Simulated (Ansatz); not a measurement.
C3H8N (SMILES C[C](C)N) moved off its minimum; all values from Ansatz (a program for electronic structure), cores frozen in correlated methods. Open shells are unrestricted.
(charge 0, multiplicity 2)
```xyz
12

C     -1.18572    -0.86238     0.09927
C      0.00392     0.03562     0.19868
C      1.36820    -0.44037    -0.11931
N     -0.17311     1.40694    -0.03358
H     -1.02085    -1.79731     0.60391
H     -1.54429    -1.00160    -0.86159
H     -2.03927    -0.41459     0.64966
H      1.48742    -1.50022     0.26354
H      2.19821     0.13868     0.26993
H      1.52999    -0.62656    -1.25177
H      0.60690     1.85064    -0.54568
H     -1.05809     1.65779    -0.43592
```

Forces at r2SCAN/def2-TZVPP (eV/Å):

```
atom      Fx      Fy      Fz
----  ------  ------  ------
C1     0.160   1.398   2.674
C2     0.478   0.241  -0.283
C3    -0.016  -2.786  -0.938
N4     0.565   0.395  -0.263
H5     0.247  -0.589  -0.050
H6    -0.568  -0.545  -2.380
H7     0.320   0.002  -0.145
H8     0.014   1.083  -0.098
H9    -0.009   0.337   0.035
H10   -0.137   0.654   1.135
H11   -0.771  -0.369   0.426
H12   -0.283   0.178  -0.113
```

Task: Give the forces (eV/Å), the total energy and the dipole at CCSD(T)/aug-cc-pVDZ.

Result: 
```json
[
 {"atom": "C1", "Fx": "0.054", "Fy": "1.368", "Fz": "2.719"},
 {"atom": "C2", "Fx": "0.407", "Fy": "0.246", "Fz": "0.129"},
 {"atom": "C3", "Fx": "0.241", "Fy": "-2.903", "Fz": "-1.168"},
 {"atom": "N4", "Fx": "0.589", "Fy": "0.666", "Fz": "-0.085"},
 {"atom": "H5", "Fx": "0.344", "Fy": "-1.027", "Fz": "0.200"},
 {"atom": "H6", "Fx": "-0.747", "Fy": "-0.618", "Fz": "-2.960"},
 {"atom": "H7", "Fx": "0.011", "Fy": "0.175", "Fz": "0.066"},
 {"atom": "H8", "Fx": "0.046", "Fy": "0.726", "Fz": "0.056"},
 {"atom": "H9", "Fx": "0.345", "Fy": "0.600", "Fz": "0.216"},
 {"atom": "H10", "Fx": "-0.134", "Fy": "0.633", "Fz": "0.851"},
 {"atom": "H11", "Fx": "-0.492", "Fy": "-0.179", "Fz": "0.250"},
 {"atom": "H12", "Fx": "-0.664", "Fy": "0.312", "Fz": "-0.273"}
]
```
Energy -173.3672 hartree, dipole 1.19 D.
